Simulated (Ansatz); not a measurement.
# Reading a saddle point

A first-order saddle point of BHBrClF₂, closed shell, PBE0-D4/def2-TZVP, with one imaginary mode of 712i cm⁻¹:

```
atom    x (Å)    y (Å)    z (Å)
  B1  -0.1936  -0.5225   0.2455
 Cl2  -1.1474   0.9143  -0.7642
  F3  -0.1502  -1.6335  -0.4655
  F4  -0.5934  -0.5443   1.5031
  H5   0.3566   1.2549  -0.6141
 Br6   1.7280   0.5311   0.0952
```

Ansatz 0.2.0; basis: def2-TZVPP and def2-QZVPP; cores frozen in the correlated methods. Filled d shells of the heavier atoms are correlated. The def2 sets are not built for correlating such inner shells, so the correlated values are less sure here. Extrapolation: Hartree–Fock as exp(−7.88 √X), correlation as X^−2.97.

Task: Which contacts change along the imaginary mode, and what lies on either side? (A judgement: the text doesn't fix the answer.)

Result: By the calculation: The step is BClF₂ ([F][B]([F])[Cl]) + HBr → BBrF₂ ([F][B]([F])[Br]) + HCl, with the molecules in contact on both sides. Shortening one way: B1–Br6, Cl2–H5; lengthening the same way: B1–Cl2, H5–Br6.
| pair | one side (Å) | saddle (Å) | other side (Å) |
| --- | --- | --- | --- |
| B1–Br6 | 3.39 | 2.20 | 1.91 |
| Cl2–H5 | 3.51 | 1.55 | 1.28 |
| B1–Cl2 | 1.75 | 2.00 | 3.25 |
| H5–Br6 | 1.42 | 1.71 | 3.38 |

Task: Which side is lower, and how far does the saddle lie above each? (To be estimated.)

Result: Computed: The side with B1–Cl2, H5–Br6 short is lower by 2.46 kcal/mol; the saddle lies 25.81 kcal/mol above it and 23.34 kcal/mol above the other (CCSD(T) at an estimated basis limit (MP2 extrapolated from triple and quadruple zeta, plus CCSD(T) − MP2 in triple zeta); electronic energies).

No T1 diagnostic of these runs exceeds 0.011.

Labels in which every atom is bracketed show which atoms are joined, not bond orders.

For scale, one of the runs: CCSD(T)/def2-TZVPP, 197 basis functions, launched by `ansatz run in.yaml --threads 4 --pin off --events-out ev --progress --plain --max-ram 9574MiB`. Hardware: 4 CPU threads of an Arm Neoverse V1, shared host. Wall time 110 s; peak host memory 2.6 GiB.
